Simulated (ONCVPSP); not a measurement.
## Configuration tests for Cu (ONCV)

ONCVPSP 4.0.1 input, shortened (lines: element, Z, core and valence counts, functional; n l f; lmax; l rc ep ncon nbas qcut; lloc lpopt rc5 dvloc0; l nproj debl; icmod fcfact rcfact), LDA (Perdew-Wang 92), scalar-relativistic:

```
  Cu 29.00    3    4  -001012      upf
    1    0    2.00
    2    0    2.00
    2    1    6.00
    3    0    2.00
    3    1    6.00
    3    2    9.00
    4    0    2.00
    2
    0    1.15    0.00    4    8   11.20
    1    0.85    0.00    5    9   14.20
    2    0.80    0.00    4    8   20.30
    4    4    0.75    0.00
    0    2    0.60
    1    2    1.80
    2    2    0.50
    1    0.65    0.00
```

In the p channel the program set the typed energies aside and used -2.836, 0.250 Ha.

Energies are relative to the spin-unpolarised reference configuration 3s2 3p6 3d9 4s2; without spin polarisation the order of configurations can differ from experiment.

(1) Give the all-electron excitation energy and the error of the potential for: 3s2 3p6 3d10 4s1; 3s2 3p6 3d10 4s0; 3s2 3p6 3d9 4s0; 3s2 3p6 3d9 4s1 4p1.

Levels in the configuration 3s2 3p6 3d10 4s0:

```json
{"level": "3s", "all-electron (eV)": "-122.836", "pseudo (eV)": "-122.792"}
{"level": "3p", "all-electron (eV)": "-80.748", "pseudo (eV)": "-80.721"}
{"level": "3d", "all-electron (eV)": "-14.007", "pseudo (eV)": "-14.007"}
```

Answers

(1)

```tsv
valence configuration	charge	ΔE all-electron (eV)	error AE − PS (meV)
3s2 3p6 3d10 4s1	0	-2.012	+0.4
3s2 3p6 3d10 4s0	+1	6.417	+4.2
3s2 3p6 3d9 4s0	+2	28.106	+0.2
3s2 3p6 3d9 4s1 4p1	0	4.930	-0.2
```
